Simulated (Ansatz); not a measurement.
```yaml
crystal:
  periodic: [false, false, false]
  atoms:
    - {symbol: Si, position_ang: [-4.102141, -7.094620, 2.053323]}
    - {symbol: O, position_ang: [-2.153606, -4.402032, 1.376604]}
    - {symbol: Mg, position_ang: [-0.347227, -0.730046, 0.527081]}
    - {symbol: N, position_ang: [1.559125, 2.611106, -0.589445]}
    - {symbol: Si, position_ang: [5.080416, 2.614870, -0.653174]}
    - {symbol: Si, position_ang: [-1.102102, 5.427209, -2.154334]}
    - {symbol: H, position_ang: [-4.683983, -7.396266, 5.612190]}
    - {symbol: H, position_ang: [-6.734897, -7.851527, 0.472871]}
    - {symbol: H, position_ang: [-1.867092, -9.779380, 1.611821]}
    - {symbol: H, position_ang: [6.391602, 4.896348, 1.528654]}
    - {symbol: H, position_ang: [6.892483, 3.230639, -2.972253]}
    - {symbol: H, position_ang: [6.422600, -0.188861, 0.500091]}
    - {symbol: H, position_ang: [-0.583807, 8.032032, -0.090950]}
    - {symbol: H, position_ang: [-3.728237, 4.624187, -1.522288]}
    - {symbol: H, position_ang: [-0.411124, 6.758490, -4.807669]}
basis:
  gaussian: {orbitals: cc-pVDZ, final_grid: {core_spheres: 20, valence_spheres: 16, degree: 47}}
hamiltonian: {xc: {name: LC-wPBE}}
accuracy: high
scf: {lower_state_search: light}
output: {forces: true}
```

```sh
$ ansatz run in.yaml --threads 2 --pin off --events-out ev --progress --plain --max-ram 20480MiB --backend cpu
```

It prints (some lines left out):

```
Functional definition: LC-wPBE
2793 factors; integrals over basis functions are off by at most 2.9e-8 eV
1189 factors; integrals over basis functions are off by at most 2.5e-9 eV
mean field evaluation 1: about -32592.5624 eV, gradient 1.4e2 eV
mean field evaluation 2: about -31940.8441 eV, gradient 1.4e2 eV
mean field evaluation 4: about -32210.4424 eV, gradient 2.4e2 eV
mean field evaluation 8: about -32679.4072 eV, gradient 9.8e0 eV
mean field evaluation 16: about -32683.9634 eV, gradient 7.1e-1 eV
mean field evaluation 32: about -32684.2989 eV, gradient 1.8e0 eV
mean field evaluation 64: about -32684.3086 eV, gradient 2.7e-1 eV
mean field evaluation 96: about -32684.2906 eV, gradient 5.0e-1 eV
mean field -32684.31024539 eV, -1201.1262472970 hartree, gradient 3.4e-8 eV, S^2 0.000000; 6 other end points of the search recorded, 0 dependent functions left out
reference -32684.31024539 eV, -1201.1262472970 hartree; 39, 39 occupied and 106, 106 virtual orbitals, 2793 factors
Total energy: -32684.31024539 eV, -1201.1262472970 hartree
Atom 0 at    -4.102141    -7.094620     2.053323 Å, force    -0.750597    -1.210222    -0.270781 eV/Å
Atom 1 at    -2.153606    -4.402032     1.376604 Å, force    -0.138189    -0.149456     0.055922 eV/Å
Atom 2 at    -0.347227    -0.730046     0.527081 Å, force    -0.040034    -0.033704    -0.015597 eV/Å
Atom 3 at     1.559125     2.611106    -0.589445 Å, force     1.173168    -0.098110    -0.119152 eV/Å
Atom 4 at     5.080416     2.614870    -0.653174 Å, force     1.153932     0.091385    -0.063070 eV/Å
Atom 5 at    -1.102102     5.427209    -2.154334 Å, force    -1.354284     1.032651    -0.117780 eV/Å
Atom 6 at    -4.683983    -7.396266     5.612190 Å, force     0.131774     0.152243    -0.940753 eV/Å
Atom 7 at    -6.734897    -7.851527     0.472871 Å, force     1.701641     0.530561     0.996928 eV/Å
Atom 8 at    -1.867092    -9.779380     1.611821 Å, force    -0.775482     0.981313     0.095230 eV/Å
Atom 9 at     6.391602     4.896348     1.528654 Å, force    -0.589169    -0.893024    -0.853010 eV/Å
Atom 10 at     6.892483     3.230639    -2.972253 Å, force    -1.355277    -0.437733     1.533606 eV/Å
Atom 11 at     6.422600    -0.188861     0.500091 Å, force    -0.684959     1.259692    -0.543350 eV/Å
Atom 12 at    -0.583807     8.032032    -0.090950 Å, force    -0.145183    -0.943644    -0.661014 eV/Å
Atom 13 at    -3.728237     4.624187    -1.522288 Å, force     2.178513     0.629460    -0.648411 eV/Å
Atom 14 at    -0.411124     6.758490    -4.807669 Å, force    -0.505853    -0.911412     1.551231 eV/Å
Dipole moment:    -0.061520    -0.283824     0.027002 e Å
```

Question: Something in this input is off. What?

Answer: The geometry is stretched to more than twice its size. The run converged. The result belongs to that input, not to the molecule as meant.
